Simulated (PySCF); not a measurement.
All values below come from PySCF with B3LYP-D3(BJ)/def2-TZVP // TPSS-D3(BJ)/def2-SVP. Gas-phase values, no solvent. One relaxed conformer stands for a flexible species; it need not be the lowest. B3LYP has the VWN-RPA correlation part, as in Gaussian. 

Reference species: [Zn(NH2)(SH)] (neutral, multiplicity 1).

The LUMO is -1.07 eV and the HOMO is -6.96 eV. The HOMO–LUMO gap is 5.89 eV.

Changed species: [Zn(SH)2] (2 of 2 NH2 replaced by SH; the reference has 1 of 2 NH2 replaced by SH).

Q: Predict the effect on the LUMO, HOMO and HOMO–LUMO gap.

A: the LUMO falls by 0.29 eV, to -1.36 eV; the HOMO decreases by 0.29 eV, to -7.25 eV; the HOMO–LUMO gap hardly moves.
